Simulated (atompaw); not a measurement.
# Lu (Z = 71) PAW (atompaw): all-electron and pseudo phase curves

Lu, PAW, made with atompaw 4.2.0.5 (PBEsol, scalar-relativistic). Core [Xe], reference 4f14 5d1 6s2 6p0. Waves: 6s (bound): rc 3.00 bohr; 6s channel at 1.05 Ry: rc 3.00 bohr; 6p (bound, empty): rc 3.00 bohr; 6p channel at 1.9 Ry: rc 3.00 bohr; 5d (bound): rc 2.35 bohr; 5d channel at 1.95 Ry: rc 3.00 bohr; 4f (bound): rc 0.75 bohr; 4f channel at 0.05 Ry: rc 0.75 bohr. Local part: bessel scheme, radius 2.15 bohr. Core correction: smooth core density matched at 1.55 bohr. Augmentation charge: besselshape compensation charge, radius 2.60 bohr; PAW radius 3.00 bohr; waves and projectors: custom rrkj gramschmidtortho.

The phase is arctan(r·u′/u) with u = r·R(r), unwrapped; energies in Ry, scanned from -3 to 5 Ry. A pole is an energy at which the radial function vanishes at the test radius. The pseudo phase is shifted by a multiple of π to meet the all-electron one at the reference energy, and phase errors are pseudo minus all-electron; the curves can meet again beyond the range given. Levels narrower than the energy grid can be missing from the lists of poles. n/a: not evaluated, since a narrow level or a reset projector energy made the automatic matching unsafe.

Problem. For each channel, where are the poles, and over which energies does the pseudopotential scatter like the atom?

Solution.

```tsv
channel	radius (bohr)	reference energy (Ry)	poles, all-electron	poles, pseudo	unbroken range about the reference energy with phases within 0.05 rad	phase error 1 Ry above the reference energy (rad)
s	3.01	-0.34	1.54	1.54, 2.68	below 2.5	-0.000
p	3.01	-0.10	-2.27, 2.84	0.75, 2.90	-1.9 to 0.4	-2.976
d	3.01	-0.13	0.44	0.44	the whole range	-0.000
f	3.01	-0.71	3.21	3.24	n/a	n/a
```

Phases in the s channel:

| E (Ry) | all-electron | pseudo |
| --- | --- | --- |
| -3.00 | 1.350 | 1.348 |
| -2.76 | 1.337 | 1.335 |
| -2.52 | 1.321 | 1.319 |
| -2.28 | 1.302 | 1.301 |
| -2.04 | 1.278 | 1.277 |
| -1.80 | 1.248 | 1.247 |
| -1.56 | 1.208 | 1.207 |
| -1.32 | 1.151 | 1.151 |
| -1.08 | 1.066 | 1.065 |
| -0.84 | 0.923 | 0.923 |
| -0.60 | 0.652 | 0.652 |
| -0.36 | 0.108 | 0.108 |
| -0.12 | -0.600 | -0.601 |
| 0.12 | -1.034 | -1.035 |
| 0.36 | -1.250 | -1.250 |
| 0.60 | -1.370 | -1.370 |
| 0.84 | -1.446 | -1.446 |
| 1.08 | -1.499 | -1.499 |
| 1.32 | -1.540 | -1.540 |
| 1.56 | -1.573 | -1.574 |
| 1.80 | -1.602 | -1.603 |
| 2.04 | -1.629 | -1.631 |
| 2.28 | -1.654 | -1.661 |
| 2.52 | -1.680 | -1.716 |
| 2.76 | -1.708 | -4.802 |
| 3.00 | -1.739 | -4.856 |
| 3.24 | -1.777 | -4.896 |
| 3.48 | -1.826 | -4.942 |
| 3.72 | -1.892 | -5.004 |
| 3.96 | -1.993 | -5.097 |
| 4.20 | -2.166 | -5.256 |
| 4.44 | -2.503 | -5.580 |
| 4.68 | -3.141 | -6.257 |
| 4.92 | -3.794 | -6.980 |
